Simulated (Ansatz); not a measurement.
Ansatz (a quantum-chemistry and plane-wave program) input (CCSD(T)/cc-pwCVTZ):
A basis named .json is the Basis Set Exchange file of that set.

Ansatz 0.2 input:
```yaml
crystal:
  periodic: [false, false, false]
  atoms:
    - {symbol: Si, position_ang: [0.01458948, -0.10204905, 0.17795141]}
    - {symbol: C, position_ang: [1.68152303, 0.29302716, -0.71270673]}
    - {symbol: C, position_ang: [-0.96097203, -0.99010557, -1.23189254]}
    - {symbol: C, position_ang: [-0.83827144, 1.60006066, 0.31210008]}
    - {symbol: N, position_ang: [0.06375699, -0.80761167, 1.67145448]}
    - {symbol: H, position_ang: [1.54422533, 0.81970775, -1.66565652]}
    - {symbol: H, position_ang: [2.23265216, -0.63124417, -0.91982927]}
    - {symbol: H, position_ang: [2.31409386, 0.91210387, -0.06874108]}
    - {symbol: H, position_ang: [-0.99031897, -0.41100666, -2.16363264]}
    - {symbol: H, position_ang: [-1.99148056, -1.17858063, -0.91468140]}
    - {symbol: H, position_ang: [-0.50656460, -1.96134266, -1.45801853]}
    - {symbol: H, position_ang: [-1.85398943, 1.48327587, 0.70113614]}
    - {symbol: H, position_ang: [-0.89770346, 2.11336894, -0.65401616]}
    - {symbol: H, position_ang: [-0.29090086, 2.24227449, 1.00824490]}
    - {symbol: H, position_ang: [0.49575748, -1.72448189, 1.73868866]}
basis:
  gaussian:
    orbitals: cc-pwCVTZ.json
total_charge: -1
magnetization: {spin_polarized: false}
correlation: {method: ccsd_t, electrons: outside_noble_gas}
```

Output:

```
Functional definition: HF
integrals: 4.95 GiB planned
2102 factors; integrals over basis functions are off by at most 1.1e-3 eV
mean field: 2.30 GiB planned
mean field evaluation 1: about -12591.2548 eV, gradient 4.3e1 eV
mean field evaluation 2: about -12591.4718 eV, gradient 4.4e1 eV
mean field evaluation 4: about -12596.1390 eV, gradient 5.7e0 eV
mean field evaluation 8: about -12596.2522 eV, gradient 3.0e-1 eV
mean field evaluation 16: about -12596.2528 eV, gradient 1.2e-6 eV
mean field -12596.25276434 eV, -462.9037510429 hartree, gradient 1.2e-6 eV, S^2 0.000000; 0 other end points of the search recorded, 0 dependent functions left out
9 core orbitals not correlated
reference -12596.25276434 eV, -462.9037510429 hartree; 16, 16 occupied and 346, 346 virtual orbitals, 2102 factors
second order -24.77527443 eV of doubles, -0.00000000 eV of singles
coupled cluster: 5.75 GiB planned
cycle   1  -25.39970590 eV  change   -6.2e-1 eV  update   1.1e-1
cycle   2  -25.98556375 eV  change   -5.9e-1 eV  update   3.1e-2
cycle   3  -26.11629392 eV  change   -1.3e-1 eV  update   1.6e-2
cycle   4  -26.11088884 eV  change    5.4e-3 eV  update   3.9e-3
cycle   5  -26.10990047 eV  change    9.9e-4 eV  update   2.1e-3
cycle   6  -26.11020357 eV  change   -3.0e-4 eV  update   7.3e-4
cycle   7  -26.10997077 eV  change    2.3e-4 eV  update   3.2e-4
cycle   8  -26.10993573 eV  change    3.5e-5 eV  update   1.1e-4
cycle   9  -26.10996373 eV  change   -2.8e-5 eV  update   4.1e-5
cycle  10  -26.10996235 eV  change    1.4e-6 eV  update   1.6e-5
perturbative correction -1.09569941 eV, -0.0402662105 hartree
Total energy: -12623.45842610 eV, -463.9035406717 hartree
```

It need not be the lowest isomer of its formula. Whether it binds its extra electron was not tested at this geometry.
